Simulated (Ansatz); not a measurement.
Cost and result for the atomization energy of CH₅ClInN, SMILES `[CH3][In]([NH2])[Cl]` (9 atoms, 8 bonds).

```xyz
9

C     1.349    0.948   -0.602
In   -0.017   -0.499    0.148
N    -1.998   -0.492    0.448
Cl    0.792   -2.666    0.574
H     2.345    0.510   -0.632
H     1.050    1.247   -1.607
H     1.354    1.829    0.041
H    -2.388   -1.245    0.995
H    -2.487    0.369    0.636
```

Total charge 0; spin multiplicity 1. Correlated methods include outer-core shells of In, which these sets cover unevenly. In: def2 effective core potential. Geometry: relaxed with PBE0-D4/def2-TZVP. It is one conformer, not always the lowest. Program: Ansatz. All runs use 4 threads of a server CPU on a shared host. Times are those of one run each, without the atoms' runs, and a repeat can differ threefold. Electronic energies, without spin–orbit coupling; frozen cores. CCSD(T)/CBS adds CCSD(T) − MP2 in def2-TZVPP to the MP2 limit, and its time is that of the two runs behind it. T1 = 0.013. With those shells the extrapolation isn't a true limit. B3LYP takes the VWN-RPA correlation (the form of Gaussian; ORCA's B3LYP/G).

CCSD(T)/CBS is a level of theory with its own doubt, some kJ/mol a heavy atom from the limit and from the frozen cores, so smaller differences don't rank the functionals.

```json
{"level": "B3LYP-D4/def2-TZVPP (with forces)", "functions": "224", "atomization (kcal/mol)": "684.7", "difference from CCSD(T)/CBS": "-8.2", "per bond": "-1.0"}
{"level": "CCSD(T)/CBS(def2)", "functions": "–", "atomization (kcal/mol)": "692.9", "difference from CCSD(T)/CBS": "0.0", "per bond": "0.0"}
{"level": "MP2/def2-QZVPP", "functions": "416", "atomization (kcal/mol)": "691.6", "difference from CCSD(T)/CBS": "-1.3", "per bond": "-0.2"}
{"level": "BLYP-D4/def2-TZVPP", "functions": "224", "atomization (kcal/mol)": "682.3", "difference from CCSD(T)/CBS": "-10.6", "per bond": "-1.3"}
{"level": "revPBE-D4/def2-TZVPP", "functions": "224", "atomization (kcal/mol)": "679.0", "difference from CCSD(T)/CBS": "-13.9", "per bond": "-1.7"}
{"level": "PBE0-D4/def2-TZVPP", "functions": "224", "atomization (kcal/mol)": "687.1", "difference from CCSD(T)/CBS": "-5.8", "per bond": "-0.7"}
{"level": "CCSD(T)/def2-TZVPP", "functions": "224", "atomization (kcal/mol)": "671.6", "difference from CCSD(T)/CBS": "-21.3", "per bond": "-2.7"}
{"level": "CCSD(T)/def2-SVP", "functions": "97", "atomization (kcal/mol)": "640.2", "difference from CCSD(T)/CBS": "-52.7", "per bond": "-6.6"}
{"level": "PBE-D4/def2-TZVPP (with forces)", "functions": "224", "atomization (kcal/mol)": "698.0", "difference from CCSD(T)/CBS": "5.1", "per bond": "0.6"}
{"level": "CAM-B3LYP-D4/def2-TZVPP", "functions": "224", "atomization (kcal/mol)": "689.5", "difference from CCSD(T)/CBS": "-3.4", "per bond": "-0.4"}
{"level": "r2SCAN-D4/def2-TZVPP (with forces)", "functions": "224", "atomization (kcal/mol)": "687.9", "difference from CCSD(T)/CBS": "-5.0", "per bond": "-0.6"}
{"level": "PBE-QIDH/def2-TZVPP", "functions": "224", "atomization (kcal/mol)": "683.3", "difference from CCSD(T)/CBS": "-9.6", "per bond": "-1.2"}
{"level": "r2SCANh-D4/def2-TZVPP", "functions": "224", "atomization (kcal/mol)": "683.7", "difference from CCSD(T)/CBS": "-9.2", "per bond": "-1.2"}
```

(1) Order the runs by time, with rough figures. (Best estimate.)

Answers

(1) Ansatz gave: BLYP-D4/def2-TZVPP 1.7 s; revPBE-D4/def2-TZVPP 1.8 s; PBE-D4/def2-TZVPP (with forces) 2.2 s; PBE0-D4/def2-TZVPP 2.7 s; CAM-B3LYP-D4/def2-TZVPP 3.2 s; B3LYP-D4/def2-TZVPP (with forces) 4.2 s; CCSD(T)/def2-SVP 4.7 s; r2SCAN-D4/def2-TZVPP (with forces) 4.7 s; r2SCANh-D4/def2-TZVPP 4.8 s; PBE-QIDH/def2-TZVPP 5 s; MP2/def2-QZVPP 15 s; CCSD(T)/def2-TZVPP 2.1 min; CCSD(T)/CBS(def2) 2.4 min.

At CCSD(T), def2-SVP lies −52.7 kcal/mol from the extrapolated value and def2-TZVPP −21.3 kcal/mol: correlation converges slowly with the basis, and small sets miss more of it in the bonded molecule than in its fragments. The D4 term adds +6.3 kcal/mol with B3LYP and +3.3 kcal/mol with PBE0; it sums over pairs of atoms, weighted by their polarisabilities, and B3LYP, whose exchange is more repulsive, gets the larger term. From PBE to PBE0 (25 % exact exchange), in def2-TZVPP and without D4, the atomization energy moves by −10.4 kcal/mol: exact exchange takes away binding that semilocal exchange gives to molecules.

Spin–orbit coupling would lower the free In atoms strongly, and the atomization energy with them, by more than many differences here.
